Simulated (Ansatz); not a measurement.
Consider the cleavage of the Sn–Si bond: `[F][SnH]([SiH3])[Cl]` + CH₃OH → `C[O][SnH]([F])[Cl]` + SiH₄.

Program: Ansatz. Geometries: PBE0-D4/def2-TZVP. ΔE: electronic, gas phase. CCSD(T)/CBS adds triple-zeta CCSD(T) − MP2 to the extrapolated MP2 energy (def2 sets, frozen cores). This one scheme is used for every species. Functionals use def2-TZVPP. HSE06 is defined as in plane-wave codes. def2 core potentials past Kr. For Sn outer-core shells are correlated without core-valence functions, which leaves a few kJ/mol of doubt a bond. Each species was taken in one conformer, which may not be the lowest.

```tsv
level	ΔE (kJ/mol)	difference from CCSD(T)/CBS
LDA (SPW92)	20.1	16.9
BLYP-D4	4.2	1.0
B97M-V	0.4	-2.8
HSE06-D4	20.2	17.0
CAM-B3LYP-D4	2.9	-0.3
r2SCANh	10.0	6.8
CAM-B3LYP	3.7	0.5
LC-ωPBE	9.8	6.6
RPA@PBE/def2-TZVPP	-2.8	-6.0
MP2/def2-SVP	-10.6	-13.8
CCSD(T)/CBS	3.2	0
```

Largest T1 diagnostic among the species: 0.014.

Leaving LDA and LC-ωPBE aside and taking each functional with its dispersion term where it has one, the values spread over 19.9 kJ/mol, from B97M-V to HSE06-D4. From r2SCAN to r2SCAN0 (25 % exact exchange), in def2-TZVPP and without D4, ΔE moves by +5.4 kJ/mol. At CCSD(T), def2-SVP lies −6.7 kJ/mol from the extrapolated value and def2-TZVPP −2.1 kJ/mol.
